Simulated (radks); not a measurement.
All-electron atom: Sc XXI in 1s1.

Method: scalar-relativistic Kohn-Sham, LDA (Slater exchange, Perdew-Wang correlation), spin-polarised, spherical densities, finite nucleus; open shells are filled with parallel spins first; Fermi nuclear charge, rms radius 3.5459 fm; computed with a radial shooting solver on a logarithmic mesh with Libxc functionals.

Energy parts (eV):
part                      energy
total                  -6011.851
kinetic                 6082.241
electron-nucleus      -12117.938
Hartree                  179.661
exchange-correlation    -155.815

Orbitals (lengths in bohr, moments of r in powers of bohr):
orbital	occ.	eigenvalue (eV)	<r>	<1/r>
1s up	1	-5883.711	0.07108	21.21

The highest occupied level is 1s up at -5883.7 eV. For comparison, the ionisation energy in NIST's Atomic Spectra Database is 6033.8 eV (theoretical). In exact Kohn-Sham theory the highest level is minus the ionisation energy, but local and semilocal functionals leave it too shallow, through self-interaction and a potential that decays too fast; potentials with the right tail come closer.
